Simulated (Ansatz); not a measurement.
Born–Oppenheimer molecular dynamics of AlH7SSi2 (11 atoms, charge 0, multiplicity 1). It starts at the highest image of a converged band. Of that band: Neighbouring images differ by up to 1.2 eV, so the band resolves the path poorly. A vibrational analysis at the climbing image gives one clearly imaginary mode, 489i cm⁻¹: a first-order saddle point.

The calculation used RKS PBE0/def2-SVP (Ansatz 0.2.0).

```json
{
  "ensemble": "NVE (velocity Verlet)",
  "time step": "0.5 fs",
  "steps asked": "200",
  "starting velocities drawn for": "100 K",
  "seed": "4211"
}
```

Frames 1 fs apart, positions in Å, forces in eV/Å.

Velocities at 80.0 fs (Å/ps):

```
Al -0.73 -1.11 0.34
Si 0.35 -1.23 0.47
Si -1.88 0.12 -0.81
S 3.41 1.97 -0.49
H -11.73 2.04 21.31
H 11.02 0.80 -11.22
H -37.90 -7.36 11.70
H -1.08 0.03 2.40
H -0.16 4.30 1.94
H 2.56 5.41 -13.59
H -8.82 -7.15 3.64
```

```xyz
11
Properties=species:S:1:pos:R:3:forces:R:3 time_fs=80.0 energy_less_start_eV=-0.071 T=161
Al -0.939 2.086 -0.667 0.07 -0.51 -0.01
Si 0.749 0.281 -0.835 0.10 0.35 -0.50
Si 0.979 -0.560 1.349 -0.20 -0.29 0.22
S -1.057 -1.495 -1.263 -0.44 -0.15 0.71
H -2.249 1.806 -1.552 -0.04 0.18 0.05
H -0.709 3.487 0.067 0.01 0.00 -0.07
H -1.241 -2.273 -2.360 0.47 0.38 -0.29
H 1.511 -1.946 1.170 0.01 -0.23 0.05
H -0.195 -0.728 2.297 0.19 0.14 -0.12
H 2.081 0.184 2.049 -0.15 0.13 -0.08
H -0.469 -2.514 -0.596 -0.02 0.01 0.06
11
Properties=species:S:1:pos:R:3:forces:R:3 time_fs=81.0 energy_less_start_eV=-0.052 T=145
Al -0.940 2.085 -0.666 0.09 -0.52 0.01
Si 0.749 0.280 -0.834 0.12 0.38 -0.53
Si 0.977 -0.560 1.349 -0.18 -0.31 0.20
S -1.054 -1.493 -1.263 -0.46 -0.27 0.76
H -2.261 1.809 -1.530 -0.07 0.16 0.03
H -0.698 3.488 0.055 0.01 0.02 -0.06
H -1.276 -2.279 -2.350 0.49 0.40 -0.28
H 1.510 -1.948 1.173 0.01 -0.21 0.05
H -0.194 -0.723 2.299 0.18 0.13 -0.11
H 2.083 0.190 2.035 -0.15 0.13 -0.07
H -0.478 -2.521 -0.592 -0.05 0.09 0.00
11
Properties=species:S:1:pos:R:3:forces:R:3 time_fs=82.0 energy_less_start_eV=-0.038 T=133
Al -0.940 2.084 -0.666 0.11 -0.52 0.03
Si 0.750 0.279 -0.834 0.14 0.39 -0.56
Si 0.975 -0.560 1.348 -0.14 -0.34 0.15
S -1.051 -1.491 -1.264 -0.48 -0.37 0.79
H -2.274 1.814 -1.509 -0.08 0.15 0.00
H -0.687 3.489 0.043 0.02 0.04 -0.04
H -1.307 -2.280 -2.342 0.51 0.42 -0.25
H 1.509 -1.951 1.176 -0.01 -0.16 0.06
H -0.191 -0.716 2.299 0.15 0.13 -0.07
H 2.083 0.198 2.020 -0.14 0.13 -0.05
H -0.487 -2.527 -0.588 -0.07 0.14 -0.05
11
Properties=species:S:1:pos:R:3:forces:R:3 time_fs=83.0 energy_less_start_eV=-0.029 T=125
Al -0.941 2.082 -0.666 0.12 -0.52 0.04
Si 0.750 0.278 -0.834 0.14 0.40 -0.58
Si 0.973 -0.560 1.347 -0.07 -0.38 0.08
S -1.048 -1.489 -1.264 -0.52 -0.42 0.80
H -2.287 1.820 -1.487 -0.09 0.13 -0.01
H -0.675 3.491 0.030 0.03 0.05 -0.03
H -1.333 -2.278 -2.337 0.53 0.42 -0.23
H 1.508 -1.955 1.179 -0.03 -0.09 0.07
H -0.188 -0.709 2.299 0.09 0.12 -0.02
H 2.082 0.206 2.005 -0.12 0.13 -0.03
H -0.497 -2.532 -0.585 -0.08 0.17 -0.08
11
Properties=species:S:1:pos:R:3:forces:R:3 time_fs=84.0 energy_less_start_eV=-0.025 T=121
Al -0.942 2.080 -0.665 0.12 -0.50 0.05
Si 0.751 0.277 -0.834 0.15 0.40 -0.60
Si 0.971 -0.560 1.347 0.01 -0.43 0.00
S -1.045 -1.488 -1.263 -0.56 -0.41 0.80
H -2.301 1.827 -1.465 -0.09 0.11 -0.02
H -0.663 3.492 0.018 0.03 0.06 -0.03
H -1.354 -2.272 -2.334 0.55 0.42 -0.22
H 1.506 -1.961 1.184 -0.06 -0.02 0.07
H -0.183 -0.700 2.298 0.01 0.10 0.04
H 2.080 0.216 1.990 -0.10 0.12 0.00
H -0.508 -2.535 -0.582 -0.06 0.16 -0.09
11
Properties=species:S:1:pos:R:3:forces:R:3 time_fs=85.0 energy_less_start_eV=-0.025 T=121
Al -0.942 2.078 -0.665 0.11 -0.48 0.06
Si 0.751 0.277 -0.835 0.14 0.38 -0.61
Si 0.969 -0.561 1.346 0.09 -0.46 -0.08
S -1.042 -1.486 -1.263 -0.61 -0.34 0.79
H -2.316 1.835 -1.444 -0.07 0.10 -0.03
H -0.651 3.495 0.004 0.04 0.05 -0.02
H -1.370 -2.262 -2.333 0.55 0.38 -0.23
H 1.504 -1.966 1.189 -0.08 0.06 0.08
H -0.178 -0.691 2.298 -0.06 0.09 0.10
H 2.077 0.227 1.974 -0.08 0.12 0.02
H -0.519 -2.537 -0.580 -0.03 0.10 -0.09
11
Properties=species:S:1:pos:R:3:forces:R:3 time_fs=86.0 energy_less_start_eV=-0.028 T=125
Al -0.943 2.076 -0.664 0.09 -0.44 0.07
Si 0.752 0.276 -0.835 0.13 0.36 -0.62
Si 0.967 -0.561 1.345 0.16 -0.47 -0.15
S -1.040 -1.485 -1.262 -0.65 -0.22 0.79
H -2.332 1.844 -1.422 -0.05 0.08 -0.02
H -0.639 3.498 -0.009 0.04 0.04 -0.02
H -1.380 -2.248 -2.334 0.54 0.33 -0.26
H 1.502 -1.971 1.195 -0.09 0.12 0.09
H -0.174 -0.680 2.299 -0.12 0.07 0.15
H 2.073 0.239 1.959 -0.06 0.10 0.03
H -0.531 -2.537 -0.579 0.01 0.02 -0.06
11
Properties=species:S:1:pos:R:3:forces:R:3 time_fs=87.0 energy_less_start_eV=-0.036 T=131
Al -0.943 2.074 -0.664 0.06 -0.39 0.07
Si 0.752 0.276 -0.836 0.12 0.33 -0.62
Si 0.965 -0.562 1.345 0.20 -0.45 -0.19
S -1.037 -1.483 -1.261 -0.68 -0.06 0.79
H -2.349 1.854 -1.401 -0.01 0.07 -0.01
H -0.626 3.501 -0.022 0.04 0.02 -0.03
H -1.385 -2.231 -2.338 0.53 0.26 -0.30
H 1.498 -1.975 1.201 -0.09 0.15 0.09
H -0.171 -0.669 2.301 -0.16 0.06 0.18
H 2.068 0.252 1.944 -0.05 0.08 0.05
H -0.543 -2.538 -0.579 0.05 -0.07 -0.04
11
Properties=species:S:1:pos:R:3:forces:R:3 time_fs=88.0 energy_less_start_eV=-0.046 T=140
Al -0.944 2.071 -0.664 0.03 -0.34 0.08
Si 0.753 0.276 -0.837 0.10 0.29 -0.62
Si 0.963 -0.563 1.344 0.20 -0.40 -0.19
S -1.035 -1.482 -1.260 -0.70 0.09 0.79
H -2.365 1.864 -1.381 0.03 0.05 0.00
H -0.613 3.504 -0.036 0.04 -0.01 -0.03
H -1.386 -2.211 -2.344 0.51 0.19 -0.34
H 1.494 -1.978 1.209 -0.08 0.16 0.09
H -0.169 -0.657 2.305 -0.17 0.05 0.18
H 2.063 0.266 1.930 -0.04 0.06 0.06
H -0.554 -2.539 -0.579 0.09 -0.16 -0.02
11
Properties=species:S:1:pos:R:3:forces:R:3 time_fs=89.0 energy_less_start_eV=-0.060 T=152
Al -0.944 2.069 -0.663 0.00 -0.28 0.09
Si 0.754 0.275 -0.838 0.07 0.25 -0.61
Si 0.961 -0.564 1.343 0.16 -0.31 -0.16
S -1.033 -1.481 -1.258 -0.71 0.21 0.79
H -2.381 1.875 -1.360 0.07 0.03 0.01
H -0.600 3.507 -0.050 0.04 -0.04 -0.04
H -1.381 -2.190 -2.354 0.50 0.13 -0.36
H 1.489 -1.979 1.217 -0.07 0.15 0.09
H -0.169 -0.645 2.311 -0.14 0.04 0.15
H 2.058 0.280 1.916 -0.04 0.03 0.07
H -0.564 -2.542 -0.579 0.11 -0.21 -0.02
11
Properties=species:S:1:pos:R:3:forces:R:3 time_fs=90.0 energy_less_start_eV=-0.077 T=166
Al -0.945 2.066 -0.663 -0.03 -0.22 0.09
Si 0.755 0.275 -0.840 0.04 0.19 -0.60
Si 0.959 -0.565 1.342 0.10 -0.19 -0.10
S -1.031 -1.479 -1.256 -0.71 0.28 0.79
H -2.396 1.886 -1.339 0.11 0.02 0.02
H -0.586 3.510 -0.065 0.03 -0.06 -0.04
H -1.371 -2.167 -2.367 0.50 0.09 -0.34
H 1.483 -1.978 1.226 -0.04 0.10 0.08
H -0.170 -0.633 2.318 -0.09 0.04 0.10
H 2.052 0.295 1.903 -0.04 -0.01 0.07
H -0.574 -2.547 -0.580 0.12 -0.23 -0.05
11
Properties=species:S:1:pos:R:3:forces:R:3 time_fs=91.0 energy_less_start_eV=-0.095 T=181
Al -0.945 2.064 -0.662 -0.05 -0.17 0.10
Si 0.755 0.275 -0.841 0.01 0.13 -0.59
Si 0.958 -0.566 1.341 0.01 -0.05 -0.03
S -1.030 -1.478 -1.254 -0.69 0.28 0.76
H -2.411 1.898 -1.318 0.15 0.00 0.02
H -0.571 3.513 -0.079 0.03 -0.09 -0.05
H -1.357 -2.144 -2.384 0.50 0.07 -0.29
H 1.477 -1.977 1.236 0.00 0.04 0.07
H -0.172 -0.620 2.326 -0.02 0.03 0.03
H 2.046 0.310 1.890 -0.04 -0.05 0.07
H -0.582 -2.554 -0.581 0.11 -0.20 -0.10
```

Of the whole run (100 fs, mean temperature of the second half 203 K): The conserved energy stayed within 0.012 meV per atom of its start (net change -0.0064 meV per atom), so the integration is sound. The system heated up, since it started high on the potential surface and ran downhill. A run of 0.1 ps of so small a system gives no equilibrium averages. The orbitals stay closed-shell, which can raise the energy where a bond breaks towards radicals; this wasn't checked here.

Time of the run: 5.1 min on 2 threads of Intel(R) Xeon(R) Platinum 8488C (Sapphire Rapids), on a shared host, peak memory 0.26 GiB.
